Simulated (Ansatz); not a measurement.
`[F][GeH3]` → `[F][GeH]` + H₂ at 500 K and 1 bar (germylene formation by 1,1-elimination).

Gas-phase electronic energies from Ansatz, PBE0-D4/def2-TZVP geometries. CCSD(T)/CBS is the MP2 limit (def2-TZVPP, def2-QZVPP) plus CCSD(T) − MP2 in def2-TZVPP, frozen cores. This one scheme is used for every species. For Ge outer-core shells are correlated without core-valence functions, which leaves a few kJ/mol of doubt a bond. Scalar relativity is left out up to krypton.

```
    species  CCSD(T)/CBS energy (Eh)  H − E (kJ/mol)  S (J/(mol·K))
`[F][GeH3]`              -2177.72589            90.4          283.2
 `[F][GeH]`              -2176.50038            39.0          274.7
         H₂                 -1.17544            41.0          145.5
```

H − E and S are ideal-gas, rigid-rotor, harmonic terms from PBE0-D4/def2-TZVP. The MP2-based limit puts H₂ 0.8 mEh under its directly extrapolated value; such offsets cancel only in part. 1 Eh = 2625.50 kJ/mol, R = 8.31446 J/(mol·K).

Problem. By hand: ΔE, ΔH, ΔS and ΔG.

Solution. ΔE = (-2176.50038) + (-1.17544) − (-2177.72589) = 0.05007 Eh = 131.5 kJ/mol. Δ(H − E) = 39.0 + 41.0 − 90.4 = -10.4, so ΔH = 121.1 kJ/mol. ΔS = 274.7 + 145.5 − 283.2 = 137.0 J/(mol·K). ΔG = 121.1 − 500 × (137.0)/1000 = 52.6 kJ/mol.

Problem. By hand: the equilibrium constant, and the temperature at which ΔG would vanish if ΔH and ΔS stayed fixed.

Solution. log₁₀ K = −ΔG/(RT ln 10) = -5.5. ΔG = 0 at ΔH/ΔS = 884 K.

The number of gas molecules changes by +1, which sets the sign of ΔS. A doubt of 5 kJ/mol in ΔE shifts log₁₀ K by 0.5 here. These are equilibria of isolated gas molecules and say nothing of rates. Largest T1 diagnostic: 0.014 (customary marks: 0.02 for closed shells, 0.045 for open ones).
